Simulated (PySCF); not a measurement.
C₃H₉Si, SMILES C[Si](C)C, multiplicity 2. Atoms are numbered in the order given.

```xyz
13

Si     0.0000     0.0000     0.4283
C     -1.5498    -0.8948    -0.1771
C      1.5498    -0.8948    -0.1771
C      0.0000     1.7896    -0.1771
H     -1.5791    -0.9117    -1.2823
H     -1.5784    -1.9390     0.1731
H     -2.4684    -0.3975     0.1731
H      1.5784    -1.9390     0.1731
H      2.4684    -0.3975     0.1731
H      1.5791    -0.9117    -1.2823
H      0.8900     2.3365     0.1731
H     -0.8900     2.3365     0.1731
H      0.0000     1.8233    -1.2823
```
Charge 0, spin multiplicity 2.

Coordinates come from a r2SCAN-D4/def2-SVP optimisation.

All values below come from PBE/pcH-1 run with PySCF.

Unrestricted Kohn–Sham, ⟨S²⟩ = 0.752. Hyperfine tensors hold the contact and dipolar terms, without spin-orbit corrections.

Computed hyperfine couplings:
| nucleus | A(iso) (MHz) | A(iso) (G) | dipolar principal values (MHz) |
|---|---|---|---|
| 29Si no. 1 | -435.6 | -155.4 | -158.4, 79.2, 79.2 |
| 13C no. 2 | 28.5 | 10.2 | -3.8, -3.6, 7.3 |
| 13C no. 3 | 28.5 | 10.2 | -3.8, -3.6, 7.3 |
| 13C no. 4 | 28.5 | 10.2 | -3.8, -3.6, 7.3 |
| 1H no. 5 | 56.2 | 20.0 | -3.6, -0.2, 3.8 |
| 1H no. 6 | 1.9 | 0.7 | -4.2, -2.5, 6.6 |
| 1H no. 7 | 1.9 | 0.7 | -4.2, -2.5, 6.6 |
| 1H no. 8 | 1.9 | 0.7 | -4.2, -2.5, 6.6 |
| 1H no. 9 | 1.9 | 0.7 | -4.2, -2.5, 6.6 |
| 1H no. 10 | 56.2 | 20.0 | -3.6, -0.2, 3.8 |
| 1H no. 11 | 1.9 | 0.7 | -4.2, -2.5, 6.6 |
| 1H no. 12 | 1.9 | 0.7 | -4.2, -2.5, 6.6 |
| 1H no. 13 | 56.2 | 20.0 | -3.6, -0.2, 3.8 |
